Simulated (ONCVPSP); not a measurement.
**BLYP ONCV dataset for As, scalar-relativistic all-electron reference.**

Input for ONCVPSP 4.0.1:

```
# ATOM AND REFERENCE CONFIGURATION
# atsym  z   nc   nv     iexc    psfile
  As 33.00    6    2  -106131      upf
#
#   n    l    f
    1    0    2.00
    2    0    2.00
    2    1    6.00
    3    0    2.00
    3    1    6.00
    3    2   10.00
    4    0    2.00
    4    1    3.00
#
# PSEUDOPOTENTIAL AND OPTIMIZATION
# lmax
    2
#
#   l,   rc,      ep,       ncon, nbas, qcut
    0    1.30    0.00    4    9    5.00
    1    2.05    0.00    3    6    3.40
    2    1.80    0.06    3    7    4.80
#
# LOCAL POTENTIAL
# lloc, lpopt,  rc(5),   dvloc0
    4    5    1.15   -1.00
#
# VANDERBILT-KLEINMAN-BYLANDER PROJECTORs
# l, nproj, debl
    0    2    1.00
    1    1    2.90
    2    3    3.10
#
# MODEL CORE CHARGE
# icmod, fcfact, rcfact
    3    2.00    1.80
#
# LOG DERIVATIVE ANALYSIS
# epsh1, epsh2, depsh
   -2.00    5.00    0.02
#
# OUTPUT GRID
# rlmax, drl
    6.00    0.01
#
# TEST CONFIGURATIONS
# ncnf
    4
# nvcnf
#   n    l    f
    2
    4    0    2.00
    4    1    2.00
#
    2
    4    0    2.00
    4    1    1.00
#
    2
    4    0    2.00
    4    1    0.00
#
    2
    4    0    2.00
    4    1    2.50
#
```

Command:

```bash
oncvpsp.x < As.dat > As.out
```

Output (shortened: citation, most of the input echo, consistency checks and plot data are left out):

```
ONCVPSP  (Optimized Norm-Conservinng Vanderbilt PSeudopotential)
scalar-relativistic version 4.0.1

#   n    l    f        energy (Ha)
    1    0    2.00    -4.3079154E+02
    2    0    2.00    -5.4645438E+01
    2    1    6.00    -4.7925788E+01
    3    0    2.00    -6.9804232E+00
    3    1    6.00    -4.9033892E+00
    3    2   10.00    -1.4889473E+00
    4    0    2.00    -5.2967889E-01
    4    1    3.00    -1.8615942E-01

Reference configufation results
  iterations    27
  all-electron total energy (Ha)   -2.26122100D+03

Begin loop to  construct optimized pseudo wave functions
and semi-local pseudopoentials for all angular momenta

   Wellstate for l =  0  n =  5
     eigenvalue =   0.4703
     asymptotic potential =   0.9703
     half-point radius =  4.2040

Calculating optimized projector #   1

 for l=   0

    Fraction of norm inside rc  0.173529
    Optimizing pswf for qcut=   4.99 a_B^-1,  ecut=  12.47 Ha
    Residual kinetic energy error=  1.37D-03 Ha

    Energy error per electron        Cutoff
         Ha          eV             Ha
         0.01000     0.27211        6.82
         0.00100     0.02721       29.50
         0.00010     0.00272      134.75
         0.00001     0.00027      177.17

Calculating optimized projector #   2

 for l=   0

    Fraction of norm inside rc  0.074173
    Optimizing pswf for qcut=   4.99 a_B^-1,  ecut=  12.47 Ha
    Residual kinetic energy error=  6.05D-04 Ha

    Energy error per electron        Cutoff
         Ha          eV             Ha
         0.01000     0.27211        7.74
         0.00100     0.02721       11.54
         0.00010     0.00272      116.77
         0.00001     0.00027      186.63

Calculating optimized projector #   1

 for l=   1

    Fraction of norm inside rc  0.369280
    Optimizing pswf for qcut=   3.39 a_B^-1,  ecut=   5.76 Ha
    Residual kinetic energy error=  4.01D-04 Ha

    Energy error per electron        Cutoff
         Ha          eV             Ha
         0.01000     0.27211        2.31
         0.00100     0.02721        3.71
         0.00010     0.00272       21.24
         0.00001     0.00027       37.13

   Wellstate for l =  2  n =  4
     eigenvalue =   0.0600
     asymptotic potential =   0.5600
     half-point radius = 21.3453

   Wellstate for l =  2  n =  6
     eigenvalue =   3.1600
     asymptotic potential =   3.6600
     half-point radius =  3.6757

   Wellstate for l =  2  n =  7
     eigenvalue =   6.2600
     asymptotic potential =   6.7600
     half-point radius =  3.3242

Calculating optimized projector #   1

 for l=   2

    Fraction of norm inside rc  0.004425
    Optimizing pswf for qcut=   4.80 a_B^-1,  ecut=  11.52 Ha
    Residual kinetic energy error=  7.36D-05 Ha

    Energy error per electron        Cutoff
         Ha          eV             Ha
         0.01000     0.27211        0.67
         0.00100     0.02721        2.86
         0.00010     0.00272       10.63
         0.00001     0.00027       54.56

Calculating optimized projector #   2

 for l=   2

    Fraction of norm inside rc  0.151176
    Optimizing pswf for qcut=   4.80 a_B^-1,  ecut=  11.52 Ha
    Residual kinetic energy error=  1.66D-01 Ha

    Energy error per electron        Cutoff
         Ha          eV             Ha
         0.01000     0.27211       73.09
         0.00100     0.02721      123.95

Calculating optimized projector #   3

 for l=   2

    Fraction of norm inside rc  0.113148
    Optimizing pswf for qcut=   4.80 a_B^-1,  ecut=  11.52 Ha
    Residual kinetic energy error=  3.81D-01 Ha

    Energy error per electron        Cutoff
         Ha          eV             Ha
         0.01000     0.27211       99.19
         0.00100     0.02721      168.13

Construct Vanderbilt / Kleinmman-Bylander projectors

B matrix Hermiticity error, ll=   0
   1   2    5.4684E-05

  Orthonormal projector coefficients -4.6502E+01  5.7578E+00

B matrix Hermiticity error, ll=   2
   1   2   -2.6452E-05
   1   3    3.6668E-05
   2   3    1.8898E-04

  Orthonormal projector coefficients  3.0733E+01 -1.9143E+01  1.0955E+00

Model core correction analysis
  based on d2Exc/dn_idn_j

d2excae - all-electron derivatives

   -2.803390D-02   -2.221333D-02
   -2.221312D-02   -2.245425D-02

d2excps - pseudofunction derivatives with no core correction

   -3.883356D-02   -2.723016D-02
   -2.723258D-02   -2.511993D-02

rms 2nd derivative error    6.597387E-03

rmatch, rhocmatch    1.3640    1.0822

Teter function model core charge with specified parameters

d2excps - pseudofunction derivatives with core correction

   -2.908764D-02   -2.159500D-02
   -2.159541D-02   -2.110240D-02

rms 2nd derivative error    9.619994E-04

Pseudoatom total energy   -6.271167

Diagnostic tests using Vanderbilt-Kleinman-Bylander pseudopotentials
  1 or more projectors used as specified by nproj input data

   l    rcore       rmatch      e in        delta e   norm test  slope test

   0   1.3002338   1.3397117  -0.5296789   0.0000015   1.0000591   1.0000481
run_diag: lschvkbbe ERROR   2   1   0  60  4.70321112E-01  3.73289001E-01
   0   1.3002338   1.3397117   0.4703211  -0.0970321   0.0381199   0.0709509

   1   2.0609429   2.1235176  -0.1861594   0.0000224   1.0000241   1.0006721

   2   1.8068013   1.8616597   0.0600000  -0.0007643   0.9991580   0.9991580
   2   1.8068013   1.8616597   3.1600000   0.0011023   1.0010113   1.0010113
run_diag: lschvkbbe ERROR   3   4   2  60  6.26000001E+00  5.58400001E+00
   2   1.8068013   1.8616597   6.2600000  -0.6760000   0.1982041   0.0762913

 Testing for bound ghosts
   n   l    E NL Schr. Eq   E Basis Diag.   E Cutoff

       0                      -12.145584    204.53  WARNING - GHOST(-)
   1   0       -0.529677       -0.498475    204.53

   2   1       -0.186137       -0.179666     22.98

 Testing for highly-localized positive-energy ghosts
       l    <radius>/rc     E Basis Diag.   E Cutoff

       0        0.692703        4.865301    204.53  WARNING - GHOST(+)

       0        0.937753      108.951506    204.53  WARNING - GHOST(+)

       2        0.623065        1.523921    104.39  WARNING - GHOST(+)

       2        0.909468       27.813348    104.39  WARNING - GHOST(+)

       2        0.930506       48.583284    104.39  WARNING - GHOST(+)

       2        0.422266       71.173355    104.39  WARNING - GHOST(+)

Test configuration 0

   n   l     f        eae           eps        diff
   1   0  2.0000 -430.79153694
   2   0  2.0000  -54.64543834
   2   1  6.0000  -47.92578790
   3   0  2.0000   -6.98042318
   3   1  6.0000   -4.90338922
   3   2 10.0000   -1.48894735
   4   0  2.0000   -0.52967889   -0.52967736    1.53D-06
   4   1  3.0000   -0.18615942   -0.18613706    2.24D-05

    Total energies and differences
      AE_ref= -2.26122100D+03  AE_tst= -2.26122100D+03  dif=  0.00D+00
      PS_ref= -6.27116749D+00  PS_tst= -6.27116749D+00  dif=  0.00D+00
      PSP excitation error=  0.00D+00

Test configuration 1

   n   l     f        eae           eps        diff
   1   0  2.0000 -431.15467578
   2   0  2.0000  -55.00553653
   2   1  6.0000  -48.28628063
   3   0  2.0000   -7.33942011
   3   1  6.0000   -5.26233065
   3   2 10.0000   -1.84709756
   4   0  2.0000   -0.85576110   -0.85715764   -1.40D-03
   4   1  2.0000   -0.48659788   -0.48818643   -1.59D-03

    Total energies and differences
      AE_ref= -2.26122100D+03  AE_tst= -2.26088912D+03  dif=  3.32D-01
      PS_ref= -6.27116749D+00  PS_tst= -5.93861584D+00  dif=  3.33D-01
      PSP excitation error= -6.67D-04

Test configuration 2

   n   l     f        eae           eps        diff
   1   0  2.0000 -431.58971955
   2   0  2.0000  -55.43423443
   2   1  6.0000  -48.71576993
   3   0  2.0000   -7.76558239
   3   1  6.0000   -5.68831913
   3   2 10.0000   -2.27139862
   4   0  2.0000   -1.22889918   -1.23403235   -5.13D-03
   4   1  1.0000   -0.83244767   -0.83839015   -5.94D-03

    Total energies and differences
      AE_ref= -2.26122100D+03  AE_tst= -2.26023293D+03  dif=  9.88D-01
      PS_ref= -6.27116749D+00  PS_tst= -5.27886880D+00  dif=  9.92D-01
      PSP excitation error= -4.23D-03

Test configuration 3

   n   l     f        eae           eps        diff
   1   0  2.0000 -432.08484077
   2   0  2.0000  -55.91917099
   2   1  6.0000  -49.20195399
   3   0  2.0000   -8.24619427
   3   1  6.0000   -6.16858789
   3   2 10.0000   -2.74892397
   4   0  2.0000   -1.63692398   -1.64973853   -1.28D-02

    Total energies and differences
      AE_ref= -2.26122100D+03  AE_tst= -2.25921302D+03  dif=  2.01D+00
      PS_ref= -6.27116749D+00  PS_tst= -4.24875222D+00  dif=  2.02D+00
      PSP excitation error= -1.44D-02

Test configuration 4

   n   l     f        eae           eps        diff
   1   0  2.0000 -430.96300226
   2   0  2.0000  -54.81575696
   2   1  6.0000  -48.09625849
   3   0  2.0000   -7.15034570
   3   1  6.0000   -5.07329573
   3   2 10.0000   -1.65855884
   4   0  2.0000   -0.68572131   -0.68619556   -4.74D-04
   4   1  2.5000   -0.32972347   -0.33025766   -5.34D-04

    Total energies and differences
      AE_ref= -2.26122100D+03  AE_tst= -2.26109266D+03  dif=  1.28D-01
      PS_ref= -6.27116749D+00  PS_tst= -6.14269908D+00  dif=  1.28D-01
      PSP excitation error= -1.30D-04
```

Note: ghosts flagged at negative energy: s at -330.5 eV; GHOST(+) flagged for d at 41.5 eV, s at 132.4 eV. A true bound ghost makes a file unfit for plane-wave use.

The run took about 4.2 s on one core of a shared server CPU.
